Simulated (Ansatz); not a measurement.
H$_{3}$InO$_{3}$, SMILES `[OH][In]([OH])[OH]` with one electron removed (charge 1, multiplicity 2), frozen-core CCSD(T)/def2-TZVPP // B3LYP-D3(BJ)/def2-TZVP (Ansatz, a first-principles code). The run hit its time limit unfinished.

Ansatz 0.2 input:
```yaml
crystal:
  periodic: [false, false, false]
  atoms:
    - { symbol: O, position_ang: [1.958484, 0.325648, 0.112208] }
    - { symbol: In, position_ang: [0.000174, -0.000023, 0.000042] }
    - { symbol: O, position_ang: [-0.688722, -1.851538, -0.225722] }
    - { symbol: O, position_ang: [-1.269802, 1.525712, 0.113637] }
    - { symbol: H, position_ang: [2.462565, -0.493104, 0.044169] }
    - { symbol: H, position_ang: [-1.651523, -1.873265, -0.266147] }
    - { symbol: H, position_ang: [-0.811175, 2.366572, 0.221812] }
basis:
  gaussian: { orbitals: def2-TZVPP }
correlation:
  method: ccsd_t
total_charge: 1
magnetization:
  spin_polarized: true
  initial_magnetization: 1
```

The last lines of the output:

```
determinant -11301.83050824 eV, -415.3346105220 hartree, with singles and doubles -11327.99531487 eV, -416.2961494303 hartree
determinant -11301.83022574 eV, -415.3346001402 hartree, with singles and doubles -11327.99760005 eV, -416.2962334095 hartree
determinant -11301.82992819 eV, -415.3345892056 hartree, with singles and doubles -11327.99840822 eV, -416.2962631089 hartree
determinant -11301.22890500 eV, -415.3125020107 hartree, with singles and doubles -11327.50789617 eV, -416.2782371238 hartree
determinant -11301.22829558 eV, -415.3124796150 hartree, with singles and doubles -11327.50752383 eV, -416.2782234404 hartree
determinant -11300.92896682 eV, -415.3014794857 hartree, with singles and doubles -11327.54736611 eV, -416.2796876172 hartree
determinant -11300.71348026 eV, -415.2935605010 hartree, with singles and doubles -11327.78712808 eV, -416.2884987070 hartree
determinant -11300.71323959 eV, -415.2935516562 hartree, with singles and doubles -11327.78695692 eV, -416.2884924169 hartree
determinant -11299.01307082 eV, -415.2310716065 hartree, with singles and doubles -11326.82143974 eV, -416.2530103153 hartree
determinant -11298.65382599 eV, -415.2178696027 hartree, with singles and doubles -11323.80304295 eV, -416.1420862789 hartree
determinant -11298.64985953 eV, -415.2177238377 hartree, with singles and doubles -11323.79752951 eV, -416.1418836640 hartree
determinant -11298.48649200 eV, -415.2117201917 hartree, with singles and doubles -11323.66430822 eV, -416.1369878718 hartree
determinant -11301.83050824 eV, -415.3346105220 hartree, with singles and doubles -11327.92348801 eV, -416.2935098420 hartree
determinant -11301.83022574 eV, -415.3346001402 hartree, with singles and doubles -11327.92323130 eV, -416.2935004080 hartree
determinant -11301.82992819 eV, -415.3345892056 hartree, with singles and doubles -11327.92296660 eV, -416.2934906807 hartree
determinant -11301.22890500 eV, -415.3125020107 hartree, with singles and doubles -11327.43401654 eV, -416.2755220973 hartree
determinant -11301.22829558 eV, -415.3124796150 hartree, with singles and doubles -11327.43342055 eV, -416.2755001951 hartree
determinant -11300.92896682 eV, -415.3014794857 hartree, with singles and doubles -11327.48521562 eV, -416.2774036289 hartree
determinant -11301.83050824 eV, -415.3346105220 hartree, with singles and doubles -11327.94211713 eV, -416.2941944496 hartree
```
